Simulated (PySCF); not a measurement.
## Xe(44+): ionisation energy

Xe(44+) [Ne] (1S) → Xe(45+) [He] 2s2 2p5 (2P), as a difference of total energies. Computed with PySCF 2.14 in an even-tempered Gaussian basis (19 s from 21 bohr⁻², ratio 2.2; 12 p from 27 bohr⁻², ratio 2.2; 6 d from 110 bohr⁻², ratio 2.4; 5 f from 170 bohr⁻², ratio 2.4; 4 g from 250 bohr⁻², ratio 2.4), with scalar relativity by spin-free X2C-1e. Correlated levels: nothing frozen; virtual orbitals above 40 to 60 times the deepest correlated orbital energy dropped. The calculations carry no spin-orbit coupling.

```csv
method,ionisation energy (eV)
UHF,7774.7
LDA,7771.1
PBE,7771.7
PBE0,7773.0
r2SCAN,7776.0
MP2 (all electrons),7776.5
SCS-MP2 (all electrons),7776.3
```

**Question.** Estimate what B97-3 gives.

**Answer.** 7773.1 eV, closest to PBE0 among the rows shown.

**Question.** Estimate what B2PLYP gives.

**Answer.** 7774.6 eV, closest to UHF among the rows shown.

A first-order spin-orbit estimate (lowest level to lowest level, LS coupling) adds -107.6 eV.

For this ion Breit and QED terms and the two-electron picture change, all absent here, outweigh the differences among the correlated methods.

For comparison: 7660 ± 4 eV (theoretical estimate listed by NIST; NIST Atomic Spectra Database, ionization energies).
